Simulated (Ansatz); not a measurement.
`C[N][Si](F)(F)F` radical. Total charge 0; spin multiplicity 2. All single points use the PBE0-D4/def2-TZVP geometry. It is one conformer, not always the lowest.

```xyz
9

C    -1.287   -0.618   -0.071
N     0.114   -0.779    0.051
Si    1.253    0.487    0.110
F     1.971    0.607   -1.284
F     2.334    0.164    1.201
F     0.647    1.903    0.459
H    -1.818   -1.498    0.305
H    -1.520   -0.562   -1.149
H    -1.694    0.296    0.378
```

What is the dipole moment at PBE/def2-TZVPP? (Best estimate.)

Ansatz gave: 2.62 D, with components (-2.58, -0.34, -0.35) D in this frame, pointing from negative to positive charge.

And with r2SCAN, B3LYP, ωB97M-V? (Best estimate.)

Ansatz gave: r2SCAN 2.59 D, B3LYP 2.65 D, ωB97M-V 2.63 D.

Give the Mulliken charges with PBE, r2SCAN, ωB97M-V in def2-TZVPP. (Estimate.)

The calculation gave: 
```csv
atom,PBE,r2SCAN,ωB97M-V
C1,-0.16,-0.01,-0.21
N2,-0.24,-0.32,-0.29
Si3,0.81,0.97,0.95
F4,-0.25,-0.29,-0.28
F5,-0.25,-0.28,-0.28
F6,-0.26,-0.30,-0.29
H7,0.11,0.07,0.13
H8,0.12,0.09,0.14
H9,0.11,0.07,0.12
```

B3LYP here is the variant with VWN-RPA as its local correlation; programs differ in this.
